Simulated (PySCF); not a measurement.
Several molecules and their computed UV-vis stick spectra, shuffled. Theory: PySCF 2.14.0, density-fitted response routines, TDDFT PBE0/def2-SVPD, vertical, gas phase, core orbitals frozen in the response. Geometries: PBE0-D3(BJ)/def2-SVP; one conformer of each isolated species. Triplets are in the Tamm–Dancoff approximation. Relativistic effects are left out although some hold elements past zinc. Ions are computed without counter-ions or solvent.

A. `[BH+]F`
B. `[H]/N=C1/CCC[C@@H](C#C)[C@@H]1F`
C. `[AsH2][SiH2]NCC=C`
D. `C=C(C)[SiH2]C[SiH3]`

Lowest singlet levels (six at most, fewer where fewer were computed) with oscillator strengths:

1. 5.70 eV (f 0.008); 5.90 eV (f 0.004); 6.06 eV (f 0.026); 6.10 eV (f 0.005); 6.36 eV (f 0.022); 6.47 eV (f 0.010); T1 4.38 eV
2. 11.00 eV (f 0.275 summed over 2 states); 11.47 eV (f 0.000); 11.63 eV (f 0.000 summed over 2 states); 14.04 eV (f 0.019); 14.29 eV (f 0.080 summed over 2 states); 14.89 eV (f 0.756) [of 10 roots; the last level is left out, as the window may have cut its degenerate partner]; T1 8.66 eV
3. 6.52 eV (f 0.027); 6.77 eV (f 0.266); 6.98 eV (f 0.131); 7.17 eV (f 0.063); 7.47 eV (f 0.004); 7.58 eV (f 0.005); T1 4.13 eV
4. 5.38 eV (f 0.002); 6.48 eV (f 0.001); 6.63 eV (f 0.015); 6.71 eV (f 0.004); 7.00 eV (f 0.024); 7.06 eV (f 0.007); T1 4.54 eV

Question: Match each spectrum to its molecule.

Answer: 1 = C, 2 = A, 3 = D, 4 = B.
- A: S1 at 11.00 eV, HOMO→LUMO/LUMO+1 (97%); Löwdin shares by element: HOMO boron 48%, hydrogen 43%, fluorine 9%; LUMO (one of a set within 0.03 eV) boron 66%, fluorine 23%, hydrogen 12%; HOMO -22.14 and LUMO -9.56 eV; point group C∞v, 3 of its 9 listed states under f = 0.0005.
- B: S1 at 5.38 eV, HOMO→LUMO (90%); Löwdin shares by element: HOMO nitrogen 49%, carbon 27% or more (atoms not listed hold the other 24%); LUMO carbon 39% or more, nitrogen 30% (atoms not listed hold the other 30%); HOMO -7.65 and LUMO -0.43 eV.
- C: S1 at 5.70 eV, HOMO→LUMO (92%); Löwdin shares by element: HOMO nitrogen 43%, arsenic 13%, silicon 13%, hydrogen 9% or more (atoms not listed hold the other 22%); LUMO arsenic 22%, carbon 20% or more, silicon 19% (atoms not listed hold the other 40%); HOMO -6.89 and LUMO 0.03 eV.
- D: S1 at 6.52 eV, HOMO-1→LUMO (89%); Löwdin shares by element: HOMO carbon 76% or more, silicon 5% or more (atoms not listed hold the other 20%); LUMO carbon 61% or more, silicon 9% or more, hydrogen 6% or more (atoms not listed hold the other 24%); HOMO -7.54 and LUMO -0.28 eV.

A slash joins orbitals within 0.01 eV of each other, whose weights are summed (≥ marks a lower bound).
